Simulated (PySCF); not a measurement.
Te(Me)(SiMe3), C4H12SiTe, SMILES C[Te][Si](C)(C)C, GFN2-xTB optimised geometry.

```
18

Te     2.15    -1.17     0.00
C      2.27     0.00    -1.81
H      1.78    -0.51    -2.63
H      3.31     0.13    -2.06
H      1.81     0.97    -1.67
Si    -0.37    -1.17     0.00
C     -0.92    -2.08     1.58
C     -1.07    -2.09    -1.53
C     -1.07     0.61     0.00
H     -2.00    -2.12     1.65
H     -0.54    -3.09     1.61
H     -0.56    -1.57     2.47
H     -0.71    -3.12    -1.57
H     -0.76    -1.60    -2.45
H     -2.15    -2.11    -1.52
H     -0.78     1.14    -0.90
H     -0.69     1.17     0.85
H     -2.15     0.61     0.05
```

Density from B3LYP/def2-SVP, def2 effective core potentials past Kr in PySCF 2.14.0 at that geometry. The core electrons that the potentials of Te replace are not part of the density.

Minimum of the electron density along straight lines between bonded atoms, close to the bond critical point (lines longer than 1.1 times the sum of covalent radii, or with two minima, are not listed):

| bond | length / Å | ρ at the minimum / e bohr⁻³ | ∇²ρ there / e bohr⁻⁵ | position (fraction from the first atom) |
|---|---|---|---|---|
| Te1–C2 | 2.162 | 0.107 | 0.03 | 0.51 |
| C2–H3 | 1.081 | 0.281 | -1.06 | 0.64 |
| C2–H4 | 1.080 | 0.281 | -1.06 | 0.64 |
| C2–H5 | 1.081 | 0.281 | -1.06 | 0.64 |
| Te1–Si6 | 2.525 | 0.080 | -0.09 | 0.66 |
| Si6–C7 | 1.903 | 0.111 | 0.31 | 0.38 |
| Si6–C8 | 1.911 | 0.110 | 0.31 | 0.38 |
| Si6–C9 | 1.910 | 0.110 | 0.31 | 0.38 |
| C7–H10 | 1.085 | 0.273 | -0.98 | 0.62 |
| C7–H11 | 1.085 | 0.273 | -0.98 | 0.62 |
| C7–H12 | 1.085 | 0.274 | -0.98 | 0.62 |
| C8–H13 | 1.086 | 0.273 | -0.98 | 0.63 |
| C8–H14 | 1.086 | 0.272 | -0.97 | 0.62 |
| C8–H15 | 1.086 | 0.272 | -0.97 | 0.62 |
| C9–H16 | 1.086 | 0.272 | -0.97 | 0.62 |
| C9–H17 | 1.086 | 0.273 | -0.98 | 0.63 |
| C9–H18 | 1.086 | 0.272 | -0.97 | 0.62 |
